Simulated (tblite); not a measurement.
Species: C4H11B2P.
Atom-mapped SMILES: `[CH3:1][C:2]1([CH3:3])[BH:4][PH:5][BH:6][CH2:7]1` (hydrogens: H8, H9, H10 on C1; H11, H12, H13 on C3; H14 on B4; H15 on P5; H16 on B6; H17, H18 on C7)

Computed with GFN2-xTB (tblite), gas phase: L-BFGS steps from a force-field or distance-geometry start until the largest atomic force falls under 0.01 eV/Å.

Step 8: E = -520.1865 eV
```
atom  x, y, z in Å  |  force x, y, z in eV/Å
C1     -0.6409    1.4772   -0.4592   -0.102   0.034  -0.082
C2     -0.4079    0.0025   -0.0674   -0.073   0.043  -0.055
C3     -1.6184   -0.8800   -0.4139   -0.060  -0.018  -0.093
B4     -0.1439    0.0849    1.4915    0.130  -0.164   0.211
P5      1.5788   -0.4883    1.9447   -0.023   0.233  -0.112
B6      2.0353   -0.8131    0.1419    0.030  -0.180   0.287
C7      0.8592   -0.4763   -0.8244   -0.029   0.094   0.016
H8     -0.8374    1.5613   -1.5256   -0.023  -0.002  -0.085
H9      0.2558    2.0546   -0.2277   -0.095   0.047  -0.003
H10    -1.4749    1.9224    0.0766   -0.072  -0.058   0.033
H11    -2.3168   -0.9401    0.4191   -0.018   0.083  -0.063
H12    -2.1557   -0.5121   -1.2844    0.002   0.080  -0.078
H13    -1.2861   -1.8916   -0.6376   -0.014  -0.041   0.100
H14    -1.0006    0.3763    2.2349    0.160   0.112   0.024
H15     2.2280    0.6781    2.3111    0.019  -0.305   0.102
H16     3.0278   -1.3146   -0.2040    0.181   0.099  -0.041
H17     0.6168   -1.1999   -1.5983   -0.024  -0.210   0.007
H18     1.2720    0.3653   -1.3889    0.012   0.151  -0.168
```

Step 9: E = -520.2074 eV
```
atom  x, y, z in Å  |  force x, y, z in eV/Å
C1     -0.6506    1.4841   -0.4613   -0.102  -0.101  -0.087
C2     -0.4154    0.0067   -0.0729    0.136  -0.036   0.035
C3     -1.6261   -0.8800   -0.4160    0.044   0.039  -0.109
B4     -0.1336    0.0822    1.4852    0.068  -0.104   0.294
P5      1.5844   -0.4985    1.9421   -0.052   0.286  -0.135
B6      2.0379   -0.8141    0.1396    0.060  -0.117   0.366
C7      0.8604   -0.4761   -0.8263   -0.078   0.123   0.112
H8     -0.8466    1.5623   -1.5263   -0.025   0.029  -0.151
H9      0.2379    2.0707   -0.2283   -0.036   0.021   0.001
H10    -1.4876    1.9235    0.0712   -0.120  -0.054   0.068
H11    -2.3350   -0.9353    0.4057   -0.018   0.113   0.024
H12    -2.1510   -0.5146   -1.2907   -0.068   0.112  -0.181
H13    -1.2999   -1.8939   -0.6333    0.039  -0.062   0.101
H14    -0.9729    0.3875    2.2438    0.132   0.103  -0.011
H15     2.2444    0.6577    2.3343   -0.027  -0.367   0.063
H16     3.0433   -1.3006   -0.1896    0.153   0.086  -0.111
H17     0.6281   -1.2103   -1.5873   -0.108  -0.294  -0.098
H18     1.2735    0.3552   -1.4015    0.001   0.224  -0.180
```

**Question.** Estimate the geometry and energy of step 10. (The exact step hangs on the optimiser's Hessian estimate; all steps are aligned on step 9, rigid shifts and turns removed.)

**Answer.** E = -520.2322 eV, largest force 0.374 eV/Å
```
atom  x, y, z in Å  |  force x, y, z in eV/Å
C1     -0.6648    1.4914   -0.4653   -0.076  -0.215  -0.063
C2     -0.4229    0.0116   -0.0783    0.318  -0.119   0.125
C3     -1.6353   -0.8792   -0.4204    0.134   0.097  -0.103
B4     -0.1197    0.0766    1.4814   -0.038   0.010   0.283
P5      1.5902   -0.5071    1.9364   -0.079   0.245  -0.109
B6      2.0423   -0.8180    0.1423    0.092  -0.007   0.290
C7      0.8617   -0.4744   -0.8283   -0.056   0.076   0.130
H8     -0.8589    1.5641   -1.5301   -0.026   0.049  -0.173
H9      0.2137    2.0912   -0.2291   -0.001  -0.031  -0.008
H10    -1.5060    1.9235    0.0653   -0.145  -0.072   0.072
H11    -2.3583   -0.9267    0.3885    0.010   0.152   0.081
H12    -2.1460   -0.5155   -1.3022   -0.099   0.111  -0.242
H13    -1.3169   -1.8979   -0.6256    0.084  -0.046   0.092
H14    -0.9351    0.4041    2.2554    0.068   0.095  -0.022
H15     2.2656    0.6254    2.3659   -0.039  -0.369   0.049
H16     3.0658   -1.2805   -0.1731    0.071   0.084  -0.161
H17     0.6408   -1.2283   -1.5737   -0.168  -0.271  -0.111
H18     1.2749    0.3458   -1.4207   -0.048   0.211  -0.133
```

The energy changes by -0.0248 eV. The first-order estimate −F·Δx gives -0.0339 eV and the mean of the old and new forces, exact on a quadratic surface, -0.0248 eV. The step makes an angle of 71° with the force vector and moves no atom by more than 0.050 Å.

What follows is the cost of the whole relaxation. Time: 0.84 s wall. Hardware: one thread of an Arm Neoverse V1, no GPU, shared host.
